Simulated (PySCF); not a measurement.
Two-component Hartree-Fock for In¹⁴⁺ (indium, charge +14)

Start: [Ar] 3d10 4s2 4p5; 4p1/2 filled at m_j = -1/2, +1/2; 4p3/2 filled at m_j = -1/2, +1/2, +3/2. Calculated with PySCF 2.14 in an even-tempered Gaussian basis (18 s from 0.66 bohr⁻², ratio 2.8; 14 p from 0.86 bohr⁻², ratio 2.8; 9 d from 1.5 bohr⁻², ratio 2.8; 4 f from 6.1 bohr⁻², ratio 3): generalised Hartree-Fock with the X2C-1e Hamiltonian and a Gaussian nucleus; spin-orbit coupling (SO) screened by Boettger's factors.

```csv
spinor shell,electrons,"ε, screened SO (eV)",weight of nominal j (screened SO),"rms radius, screened SO (bohr)"
1s1/2,2,-28412.9,1.000,0.0340
2s1/2,2,-4627.6,1.000,0.139
2p1/2,2,-4328.1,1.000,0.120
2p3/2,4,-4114.5,1.000,0.125
3s1/2,2,-1174.2,1.000,0.370
3p1/2,2,-1052.2,1.000,0.363
3p3/2,4,-1011.3,1.000,0.374
3d3/2,4,-797.88,0.998,0.347
3d5/2,6,-789.53,0.999,0.350
4s1/2,2,-424.24,1.000,0.829
4p1/2,2,-377.69,0.981,0.855
4p3/2,3,-368.78,0.988,0.874
```

```csv
quantity,screened SO
E (hartree),-5810.14512
M_J,3/2
⟨J²⟩,3.753
⟨L²⟩,2.015
⟨S²⟩,0.763
```

Each row is a mean over spinors that exchange with the open shell spreads, by up to 7.005 eV (4s1/2).

Breit and QED terms are absent; they matter most for the inner s and p1/2 levels.

Densities and radii are taken from the X2C orbitals without a picture-change correction, which distorts them close to the nucleus.
